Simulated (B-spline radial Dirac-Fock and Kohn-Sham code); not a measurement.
**Run log: Sc⁺**

ΔSCF core binding energies without Breit or QED terms, calculated with a B-spline atomic structure program. Keys: rel is the Hamiltonian (dirac, or spin-free x2c and nr, where L3 and M5 stand for the whole 2p and 3d shells), method is hf or an exchange,correlation pair (spin-unpolarised, also for the hole states), nuc the nuclear model, radius_factor scales its radius, rmax is the box in bohr, h the logarithmic mesh step, order the B-spline order, points the quadrature points per cell, c_factor scales the speed of light, and damp, ndamp, maxit and tol steer the iteration. The run stops when the commutator error falls below 10·tol·max(1, Z/10), or the numerical noise floor, and the energy has settled to about 1e-8 Ha; the virial ratio is −V/T.

Input (task.json):

```json
{"items": [{"Z": 21, "q": 1, "cfg": [[1, 0, 2], [2, 0, 2], [2, 1, 6], [3, 0, 2], [3, 1, 6], [3, 2, 1], [4, 0, 1]], "A": 45, "rrms": 3.5459, "do": "settings", "holes": ["K", "L3", "M5"],
  "settings": [{"rel": "nr", "method": "hf", "nuc": "fermi", "radius_factor": 1.0, "rmax": 45.0, "h": 0.3, "order": 8, "points": 10, "c_factor": 1.0, "maxit": 60, "damp": 0.5, "ndamp": 3, "tol": 1e-08}]}]}
```

Command: `python xray2_run.py task.json out`

Ground-state iterations:

```
iter   energy (Ha)        error
   1     -754.81898156  7.61e-01
   2     -758.63949695  2.46e-01
   3     -759.42883172  7.08e-02
   4     -759.52227828  1.98e-02
   5     -759.53226826  8.42e-03
   6     -759.53398336  6.75e-04
   7     -759.53399447  1.45e-04
   8     -759.53399486  1.22e-05
   9     -759.53399486  2.94e-06
  10     -759.53399486  5.09e-07
  11     -759.53399486  2.08e-09
```

The ground state converged in 11 iterations, with total energy -759.53399 Ha, virial ratio 2.00000 and highest orbital energy -12.06 eV. ΔSCF binding energies: K (1s) 4487.2 eV, L3 (2p3/2) 419.8 eV. Holes are computed only in closed shells, and unreliable hole states are left out.
